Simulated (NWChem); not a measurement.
Molecule: Si2H6O3; SMILES O[SiH]([SiH2]O)O

```xyz
11

O      0.6917    -1.8331    -0.5671
Si    -0.6923    -1.2847     0.2331
Si    -0.0251     0.9535     0.4095
O      1.6005     0.8424     0.0753
O     -0.8962     1.8074    -0.7245
H      0.7413    -2.7633    -0.8069
H     -1.9258    -1.5413    -0.5759
H     -0.8682    -1.9930     1.5435
H     -0.1460     1.6236     1.7366
H      1.8078     0.0214    -0.3957
H     -0.7340     2.7552    -0.7671
```
Atoms are numbered in this order, from 1.

Program: NWChem. Pople sets run with spherical d functions. Medium grid unless said otherwise, to which SCAN and Minnesota functionals are sensitive. Structure relaxed at the PBE0/def2-SVP level. Hybrids' shares of exact exchange are those that their runs print; pure functionals count as 0. The functionals differ in more than this share.

| row | share of exact exchange | orbital gap (eV) |
|---|---|---|
| PBE/6-31G* | 0.00 | 5.44 |
| LDA (Slater exchange, VWN5)/6-31G* | 0.00 | 5.27 |
| TPSSh/6-31G* | 0.10 | 6.66 |
| B3LYP/6-31G* | 0.20 | 7.17 |
| M06-2X/6-31G* | 0.54 | withheld |
| Hartree-Fock/6-31G* | 1.00 | 13.85 |

### Question
Fit a straight line of the last column on the one before it, predict the withheld value, and compare with the run.

### Answer

1. Means of the 5 shown rows: x = 0.260, y = 7.678. Slope Σ(x − x̄)(y − ȳ)/Σ(x − x̄)² = 5.969/0.7120 = 8.383; intercept 5.498.
2. The shown rows scatter about the line by 0.180 (root mean square); the largest residual is +0.32, at TPSSh/6-31G*.
3. At x = 0.54 (M06-2X/6-31G*; inside the shown range) the line gives 10.02.
4. The run gives 9.54, -0.48 from the line, 2.7 times the scatter.
